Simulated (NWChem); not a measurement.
C$_{4}$H$_{6}$Si; SMILES C#C[SiH2]C=C

All runs: NWChem. Pople sets run with spherical d functions. The geometry was optimised at PBE0/def2-SVP. Level: M06-2X/6-31G* with SMD, gas-phase geometry; reactions with the solvents are ignored. One conformer.

| SMD term (kcal/mol) | water | n-hexane |
|---|---|---|
| distortion of the solute's density | 0.67 | 0.13 |
| polarisation | -5.46 | -2.24 |
| cavity, dispersion and structure | 6.55 | 0.39 |

**Question.** Sum the solvation free energies, find the transfer free energy from water to n-hexane and the partition coefficient at 298.15 K.

**Answer.** 
1. ΔG(solv, water) = 1.76 kcal/mol and ΔG(solv, n-hexane) = -1.72 kcal/mol (1 M gas to 1 M solution).
2. Transfer: -1.72 − (1.76) = -3.48 kcal/mol.
3. log₁₀ K(n-hexane/water) = −ΔG/(RT ln 10) = 3.48/1.364 = 2.6, so the model puts more of the solute in n-hexane.
4. Of the transfer energy, 2.68 kcal/mol is electrostatic and -6.16 comes from the non-electrostatic term. The two phases are taken as the pure solvents.
